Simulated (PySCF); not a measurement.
C6H11N2 (charge +1).
Atom-mapped SMILES: `[CH3:1][CH2:2][c:3]1[cH:4][n+:5]([CH3:6])[cH:7][nH:8]1` (hydrogens: H9, H10, H11 on C1; H12, H13 on C2; H14 on C4; H15, H16, H17 on C6; H18 on C7; H19 on N8)

Cartesian coordinates in Å at the PBE0-D3(BJ)/def2-SVP level; atoms count from 1:
```xyz
19
C6H11N2 angstrom
C     -2.8678    0.6663    0.1918
C     -1.9176   -0.4941   -0.0930
C     -0.4818   -0.1577    0.1071
C      0.5932   -0.2180   -0.7386
N      1.7032    0.2187   -0.0457
C      3.0512    0.3070   -0.5861
C      1.3360    0.5426    1.1889
N      0.0252    0.3212    1.2983
H     -2.8148    1.0025    1.2393
H     -2.6521    1.5298   -0.4539
H     -3.9054    0.3564    0.0078
H     -2.1688   -1.3612    0.5422
H     -2.0314   -0.8384   -1.1307
H      0.6509   -0.5371   -1.7761
H      3.0620    0.9970   -1.4402
H      3.7286    0.6816    0.1898
H      3.3848   -0.6879   -0.9091
H      1.9911    0.9197    1.9718
H     -0.5165    0.4867    2.1416
```

Computed with PySCF at PBE0/def2-SVPD, non-relativistic, on one gas-phase PBE0-D3(BJ)/def2-SVP geometry that isn't relaxed in the solvent. The solvent is an IEF-PCM continuum (Bondi radii, 1.10 Å for H, scaled by 1.2). Specific hydrogen bonds and non-electrostatic terms are outside this model.

Gas phase at PBE0/def2-SVPD: HOMO -11.86 eV, LUMO -5.08 eV.

Task: What does the continuum do to the energy and the frontier levels at PBE0/def2-SVPD in dichloromethane and water?

Result: 
```csv
solvent,ε,E(solvent) − E(gas) (kcal/mol),polarisation term (kcal/mol),distortion of the solute (kcal/mol),HOMO (eV),LUMO (eV)
dichloromethane,8.93,-48.47,-49.36,0.89,-8.06,-1.13
water,78.36,-54.13,-55.40,1.27,-7.64,-0.68
```

The polarisation term is half the interaction of the solute with the surface charges that it induces; the rest is the cost of distorting the solute's density. The sum is the electrostatic part of solvation alone. From dichloromethane to water the lowering changes by a factor 1.12, Born's factor 1 − 1/ε by 1.11 and ε itself by 8.8.

Task: Which radius a makes Born's formula ΔE = −(q²/2a)(1 − 1/ε) give the value in water?

Result: a = q²(1 − 1/ε)/(2|ΔE|) = 3.03 Å, with q = +1 e and |ΔE| = 0.0863 Eh; the farthest nucleus lies 3.92 Å from the centroid of the nuclei. The formula assumes a point charge at the centre of a sphere.

Task: How does the static polarisability (PBE0/def2-SVPD, frozen core, with the continuum's full static response) change?

Result: 
```
         medium  isotropic (au)  principal values (au)  ⟨r²⟩ of the electrons (bohr²)
            gas            79.5      57.1, 78.1, 103.3                         1136.8
dichloromethane           102.1     74.6, 104.7, 126.9                         1138.7
          water           107.2     79.5, 111.0, 131.1                         1139.1
```

The isotropic value in water is 1.35 times the gas-phase one; no cavity-field correction is applied. ⟨r²⟩ is taken about the centre of nuclear charge.

Rough CPU time on one thread of a shared machine: about 90 s. This is the whole response run at PBE0/def2-SVPD in water, SCF included.
